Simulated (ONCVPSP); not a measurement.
## An all-electron radial function and its pseudo partner (nitrogen)

Columns: radius, all-electron u(r) and pseudo u(r) of the 2s shell (level -25.12 eV) of nitrogen in the configuration [He] 2s2 2p2.5; PBE, scalar-relativistic, ONCV scheme, ONCVPSP 4.0.1.

| r (bohr) | all-electron | pseudo |
| --- | --- | --- |
| 0.100 | -0.3917 | 0.0633 |
| 0.200 | -0.2993 | 0.1436 |
| 0.300 | -0.0499 | 0.2467 |
| 0.400 | 0.2191 | 0.3755 |
| 0.500 | 0.4537 | 0.5153 |
| 0.600 | 0.6376 | 0.6496 |
| 0.700 | 0.7690 | 0.7692 |
| 0.800 | 0.8532 | 0.8531 |
| 0.900 | 0.8977 | 0.8977 |
| 1.000 | 0.9112 | 0.9111 |
| 1.100 | 0.9010 | 0.9010 |
| 1.200 | 0.8738 | 0.8737 |
| 1.300 | 0.8348 | 0.8347 |
| 1.400 | 0.7881 | 0.7881 |
| 1.500 | 0.7371 | 0.7371 |
| 1.600 | 0.6841 | 0.6841 |
| 1.700 | 0.6308 | 0.6308 |
| 1.800 | 0.5786 | 0.5786 |
| 1.900 | 0.5284 | 0.5284 |
| 2.000 | 0.4806 | 0.4806 |
| 2.100 | 0.4358 | 0.4358 |
| 2.200 | 0.3941 | 0.3941 |
| 2.300 | 0.3555 | 0.3555 |
| 2.400 | 0.3200 | 0.3200 |
| 2.500 | 0.2875 | 0.2875 |
| 2.600 | 0.2579 | 0.2579 |

How many radial nodes do the two functions have?

The all-electron 2s function has n − l − 1 = 1; the pseudo-wave has 0, since the states of the same l below it are removed with the core.

At about which radius was the pseudo-wave matched?

0.75 bohr, where the columns begin to agree (steps of 0.10 bohr).

Where does each function peak?

Outermost all-electron maximum near 1.00 bohr, pseudo maximum near 1.00 bohr (to the table’s step).

Is the pseudo-wave norm-conserving?

Yes: the ONCV scheme keeps the norm inside the radius equal to the all-electron one, which fixes the energy derivative of the logarithmic derivative at the level.
